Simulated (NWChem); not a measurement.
All runs are NWChem calculations. System: oxalic acid (C$_{2}$H$_{2}$O$_{4}$), charge 0, spin multiplicity 1, at a geometry optimised with PBE0/def2-SVP. Level: CR-CCSD(T)/def2-SVP, 6 core orbitals frozen.

Job file:

```
start mol
memory heap 100 mb stack 700 mb global 1900 mb
geometry units angstroms nocenter noautoz
  O      1.029398    -1.414662    -0.011104
  C      0.758662    -0.116255     0.000838
  O      1.572528     0.761524     0.011594
  C     -0.758662     0.116255     0.000838
  O     -1.029398     1.414662    -0.011104
  O     -1.572528    -0.761524     0.011594
  H      1.995605    -1.499669    -0.008947
  H     -1.995605     1.499669    -0.008947
  symmetry group C2
end
basis spherical
  * library def2-svp
end
scf
  rhf
  nopen 0
  maxiter 100
  thresh 1e-7
  semidirect memsize 60000000 filesize 0
end
tce
  freeze core 6
  cr-ccsd(t)
  2eorb
  2emet 13
  thresh 1e-6
  maxiter 100
  tilesize 24
end
task tce energy
```

Part of the output:

```
             Northwest Computational Chemistry Package (NWChem) 7.3.0
             --------------------------------------------------------

                                NWChem Input Module
                                -------------------

 Scaling coordinates for geometry "geometry" by  1.889725989
 (inverse scale =  0.529177249)

 Turning off AUTOSYM since
 SYMMETRY directive was detected!

                             Geometry "geometry" -> ""
                             -------------------------

 Output coordinates in angstroms (scale by  1.889725989 to convert to a.u.)

  No.       Tag          Charge          X              Y              Z
 ---- ---------------- ---------- -------------- -------------- --------------
    1 O                    8.0000     1.02939800    -1.41466200    -0.01110400
    2 C                    6.0000     0.75866200    -0.11625500     0.00083800
    3 O                    8.0000     1.57252800     0.76152400     0.01159400
    4 C                    6.0000    -0.75866200     0.11625500     0.00083800
    5 O                    8.0000    -1.02939800     1.41466200    -0.01110400
    6 O                    8.0000    -1.57252800    -0.76152400     0.01159400
    7 H                    1.0000     1.99560500    -1.49966900    -0.00894700
    8 H                    1.0000    -1.99560500     1.49966900    -0.00894700

 Effective nuclear repulsion energy (a.u.)     232.8133718353

            Nuclear Dipole moment (a.u.)
            ----------------------------
        X                 Y               Z
 ---------------- ---------------- ----------------
     0.0000000000     0.0000000000     0.0000037795

      Symmetry information
      --------------------

 Group name             C2
 Group number              4
 Group order               2
 No. of unique centers     4

      Symmetry unique atoms

     1    2    3    7


 Summary of "ao basis" -> "" (spherical)
 ------------------------------------------------------------------------------
       Tag                 Description            Shells   Functions and Types
 ---------------- ------------------------------  ------  ---------------------
 *                          def2-svp                  on all atoms

 Summary of "ao basis" -> "ao basis" (spherical)
 ------------------------------------------------------------------------------
       Tag                 Description            Shells   Functions and Types
 ---------------- ------------------------------  ------  ---------------------
 O                          def2-svp                 6       14   3s2p1d
 C                          def2-svp                 6       14   3s2p1d
 H                          def2-svp                 3        5   2s1p

                                 NWChem SCF Module
                                 -----------------

  ao basis        = "ao basis"
  functions       =    94
  atoms           =     8
  closed shells   =    23
  open shells     =     0
  charge          =   0.00
  wavefunction    = RHF
  use symmetry    = T
  symmetry adapt  = T

 Summary of "ao basis" -> "ao basis" (spherical)
 ------------------------------------------------------------------------------
       Tag                 Description            Shells   Functions and Types
 ---------------- ------------------------------  ------  ---------------------
 O                          def2-svp                 6       14   3s2p1d
 C                          def2-svp                 6       14   3s2p1d
 H                          def2-svp                 3        5   2s1p

      Symmetry analysis of basis
      --------------------------

        a          47
        b          47

 Forming initial guess at       0.0s

      Superposition of Atomic Density Guess
      -------------------------------------

 Sum of atomic energies:        -375.01279456

      Non-variational initial energy
      ------------------------------

 Total energy =    -377.629500
 1-e energy   =    -976.648682
 2-e energy   =     366.205811
 HOMO         =      -0.356251
 LUMO         =      -0.047759

      Symmetry analysis of molecular orbitals - initial
      -------------------------------------------------

  Numbering of irreducible representations:

     1 a           2 b

  Orbital symmetries:

     1 b           2 a           3 b           4 a           5 a
     6 b           7 a           8 b           9 b          10 a
    11 a          12 b          13 b          14 a          15 a
    16 a          17 b          18 b          19 a          20 b
    21 b          22 a          23 a          24 a          25 b
    26 a          27 b          28 a          29 b          30 b
    31 b          32 a          33 b

 Starting SCF solution at       0.3s

 ----------------------------------------------
         Quadratically convergent ROHF

 Convergence threshold     :          1.000E-07
 Maximum no. of iterations :          100
 Final Fock-matrix accuracy:          1.000E-09
 ----------------------------------------------

              iter       energy          gnorm     gmax       time
             ----- ------------------- --------- --------- --------
                 1     -375.8711801379  1.96D+00  4.59D-01      0.4
                 2     -376.0595831889  4.67D-01  8.43D-02      0.4
                 3     -376.0792540767  2.10D-02  8.33D-03      0.5
                 4     -376.0793475455  2.83D-04  4.79D-05      0.7
                 5     -376.0793475516  6.01D-08  3.11D-08      0.9

       Final RHF  results
       ------------------

         Total SCF energy =   -376.079347551594
[...]
    2  -20.6343
    3  -20.5814
    4  -20.5814
    5  -11.4230
    6  -11.4225
    7   -1.5016
    8   -1.4722
    9   -1.3915
   10   -1.3728
   11   -0.9788
   12   -0.8521
   13   -0.7540
   14   -0.7289
   15   -0.7183
   16   -0.6893
   17   -0.6577
   18   -0.6371
   19   -0.6079
   20   -0.5403
   21   -0.5099
   22   -0.5098
   23   -0.4643
   24    0.0812
   25    0.1693
   26    0.1795
   27    0.2754
   28    0.3295
   29    0.3803
   30    0.4428
   31    0.5220
   32    0.5917
   33    0.6359

                       ROHF Final Molecular Orbital Analysis
                       -------------------------------------

 Vector   21  Occ=2.000000D+00  E=-5.098863D-01  Symmetry=b
              MO Center= -1.0D-13,  1.2D-14,  3.8D-03, r^2= 3.4D+00
   Bfn.  Coefficient  Atom+Function         Bfn.  Coefficient  Atom+Function
  ----- ------------  ---------------      ----- ------------  ---------------
    34      0.338806  3 O  pz                76     -0.338806  6 O  pz
    37      0.259741  3 O  pz                79     -0.259741  6 O  pz
     6     -0.251593  1 O  pz                62      0.251593  5 O  pz
     9     -0.219969  1 O  pz                65      0.219969  5 O  pz

 Vector   22  Occ=2.000000D+00  E=-5.097900D-01  Symmetry=a
              MO Center=  1.1D-13, -3.3D-14, -4.2D-06, r^2= 3.5D+00
   Bfn.  Coefficient  Atom+Function         Bfn.  Coefficient  Atom+Function
  ----- ------------  ---------------      ----- ------------  ---------------
     6      0.325181  1 O  pz                62      0.325181  5 O  pz
    34     -0.293526  3 O  pz                76     -0.293526  6 O  pz
     9      0.266022  1 O  pz                65      0.266022  5 O  pz
    37     -0.222929  3 O  pz                79     -0.222929  6 O  pz

 Vector   23  Occ=2.000000D+00  E=-4.643160D-01  Symmetry=a
              MO Center=  1.5D-16,  7.9D-15,  7.1D-03, r^2= 3.3D+00
   Bfn.  Coefficient  Atom+Function         Bfn.  Coefficient  Atom+Function
  ----- ------------  ---------------      ----- ------------  ---------------
    32      0.329166  3 O  px                74     -0.329166  6 O  px
    35      0.257878  3 O  px                77     -0.257878  6 O  px
    33     -0.247207  3 O  py                75      0.247207  6 O  py
    36     -0.196438  3 O  py                78      0.196438  6 O  py
     5     -0.177468  1 O  py                61      0.177468  5 O  py

 Vector   24  Occ=0.000000D+00  E= 8.119321D-02  Symmetry=a
              MO Center=  2.3D-15,  4.5D-15,  2.0D-03, r^2= 2.5D+00
   Bfn.  Coefficient  Atom+Function         Bfn.  Coefficient  Atom+Function
  ----- ------------  ---------------      ----- ------------  ---------------
    23      0.387288  2 C  pz                51      0.387288  4 C  pz
    37     -0.348759  3 O  pz                79     -0.348759  6 O  pz
    20      0.322658  2 C  pz                48      0.322658  4 C  pz
    34     -0.273155  3 O  pz                76     -0.273155  6 O  pz
     9     -0.207094  1 O  pz                65     -0.207094  5 O  pz

 Vector   25  Occ=0.000000D+00  E= 1.692952D-01  Symmetry=b
              MO Center= -2.5D-15, -7.5D-16, -8.5D-03, r^2= 1.0D+01
   Bfn.  Coefficient  Atom+Function         Bfn.  Coefficient  Atom+Function
  ----- ------------  ---------------      ----- ------------  ---------------
    86      1.097235  7 H  s                 91     -1.097235  8 H  s
     3     -0.596452  1 O  s                 59      0.596452  5 O  s
    17      0.515972  2 C  s                 21     -0.517729  2 C  px
    45     -0.515972  4 C  s                 49     -0.517729  4 C  px
     7     -0.264411  1 O  px                63     -0.264411  5 O  px

 Vector   26  Occ=0.000000D+00  E= 1.795184D-01  Symmetry=a
              MO Center= -7.7D-15,  6.5D-15, -8.7D-03, r^2= 1.0D+01
   Bfn.  Coefficient  Atom+Function         Bfn.  Coefficient  Atom+Function
  ----- ------------  ---------------      ----- ------------  ---------------
    86      1.093879  7 H  s                 91      1.093879  8 H  s
     3     -0.408703  1 O  s                 59     -0.408703  5 O  s
     7     -0.341911  1 O  px                22      0.342424  2 C  py
    50     -0.342424  4 C  py                63      0.341911  5 O  px
    31     -0.240113  3 O  s                 73     -0.240113  6 O  s

 center of mass
 --------------
 x =  -0.00000000 y =   0.00000000 z =   0.00037278

 moments of inertia (a.u.)
 ------------------
         312.245704477445          58.657916671340           0.000000000000
          58.657916671340         481.570308516779           0.000000000000
           0.000000000000           0.000000000000         793.755882645860

  Mulliken analysis of the total density
  --------------------------------------

    Atom       Charge   Shell Charges
 -----------   ------   -------------------------------------------------------
    1 O    8     8.30   1.99  1.07  0.64  2.86  1.72  0.02
    2 C    6     5.59   1.99  0.93  0.11  1.89  0.52  0.16
    3 O    8     8.33   1.99  1.08  0.70  2.80  1.74  0.02
    4 C    6     5.59   1.99  0.93  0.11  1.89  0.52  0.16
    5 O    8     8.30   1.99  1.07  0.64  2.86  1.72  0.02
    6 O    8     8.33   1.99  1.08  0.70  2.80  1.74  0.02
    7 H    1     0.77   0.66  0.05  0.07
    8 H    1     0.77   0.66  0.05  0.07

       Multipole analysis of the density wrt the origin
       ------------------------------------------------

     L   x y z        total         open         nuclear
     -   - - -        -----         ----         -------
     0   0 0 0     -0.000000      0.000000     46.000000

     1   1 0 0     -0.000000      0.000000      0.000000
     1   0 1 0     -0.000000      0.000000      0.000000
     1   0 0 1     -0.011986      0.000000      0.000004

     2   2 0 0    -21.706882      0.000000    254.944594
     2   1 1 0     -8.472201      0.000000    -39.937325
     2   1 0 1      0.000000      0.000000      0.000000
     2   0 2 0    -27.106720      0.000000    164.123241
     2   0 1 1     -0.000000      0.000000     -0.000000
     2   0 0 2    -23.316752      0.000000      0.015327

                   NWChem Extensible Many-Electron Theory Module
                   ---------------------------------------------


            General Information
            -------------------
      Number of processors :     1
         Wavefunction type : Restricted Hartree-Fock
          No. of electrons :    46
           Alpha electrons :    23
            Beta electrons :    23
           No. of orbitals :   188
            Alpha orbitals :    94
             Beta orbitals :    94
        Alpha frozen cores :     6
         Beta frozen cores :     6
     Alpha frozen virtuals :     0
      Beta frozen virtuals :     0
         Spin multiplicity : singlet
    Number of AO functions :    94
       Number of AO shells :    42
        Use of symmetry is : on
      Symmetry adaption is : on
         Schwarz screening : 0.10D-09

          Correlation Information
          -----------------------
          Calculation type : Coupled-cluster singles & doubles w/ perturbation
   Perturbative correction : Completely renormalized (T)
            Max iterations :      100
        Residual threshold : 0.10D-05
     T(0) DIIS level shift : 0.00D+00
     L(0) DIIS level shift : 0.00D+00
     T(1) DIIS level shift : 0.00D+00
     L(1) DIIS level shift : 0.00D+00
     T(R) DIIS level shift : 0.00D+00
     T(I) DIIS level shift : 0.00D+00
   CC-T/L Amplitude update :  5-th order DIIS
                I/O scheme : Global Array Library
        L-threshold :  0.10D-05
        EOM-threshold :  0.10D-05
 no EOMCCSD initial starts read in
 TCE RESTART OPTIONS
 SLICE:      F
 D4D5:       F
 quantumc:   F
 qrotation:  F
 pwtce:      F
 qducc:      F
 nacto:                         0
 nrotv:                         0
 nrot:                          0

            Memory Information
            ------------------
          Available GA space size is     249027964 doubles
          Available MA space size is     104840092 doubles

 Maximum block size supplied by input
 Maximum block size        24 doubles

 tile_dim =     18

 -------------------------------------------------

 Global array virtual files algorithm will be used

 Parallel file system coherency ......... OK

 4-electron integrals stored in orbital form

 v2    file size   =          5952694
 4-index algorithm nr.  13 is used
 imaxsize =       30
 imaxsize ichop =        0


CCSD iterations
 ---------------------------------------------------------
 Iter          Residuum       Correlation     Cpu    Wall
 ---------------------------------------------------------
    1   0.2378651427667  -0.9779567528284     0.7     0.7
    2   0.0638798326666  -0.9705228575167     0.7     0.7
    3   0.0220014138999  -0.9889148353047     0.7     0.7
    4   0.0102423253026  -0.9896920677230     0.7     0.7
    5   0.0042249248879  -0.9916389864139     0.7     0.7
    6   0.0014074754490  -0.9921526460539     0.7     0.7
    7   0.0006717825360  -0.9922390170421     0.7     0.7
    8   0.0003364938679  -0.9922584304454     0.7     0.7
    9   0.0001950019414  -0.9922617520367     0.7     0.7
   10   0.0001071472741  -0.9922724419625     0.7     0.7
   11   0.0000236946169  -0.9922785151952     0.7     0.7
   12   0.0000096391963  -0.9922811302637     0.7     0.7
   13   0.0000063477482  -0.9922810641538     0.7     0.7
   14   0.0000033657134  -0.9922813368291     0.7     0.7
   15   0.0000023549474  -0.9922812846867     0.7     0.7
   16   0.0000006246936  -0.9922813343411     0.7     0.7
 -----------------------------------------------------------------
 Iterations converged
 CCSD correlation energy / hartree =        -0.992281334341093
 CCSD total energy / hartree       =      -377.071628885935070

 Singles contributions

 Doubles contributions
 CR-CCSD(T)

 CR-CCSD[T]  correction energy / hartree =        -0.024124133197813
 CR-CCSD[T] correlation energy / hartree =        -1.016405467538906
 CR-CCSD[T] total energy / hartree       =      -377.095753019132871
 CR-CCSD(T)  correction energy / hartree =        -0.021909713393510
 CR-CCSD(T) correlation energy / hartree =        -1.014191047734603
 CR-CCSD(T) total energy / hartree       =      -377.093538599328554

 Task  times  cpu:      123.0s     wall:      123.0s

 Total times  cpu:      123.1s     wall:      123.1s
```
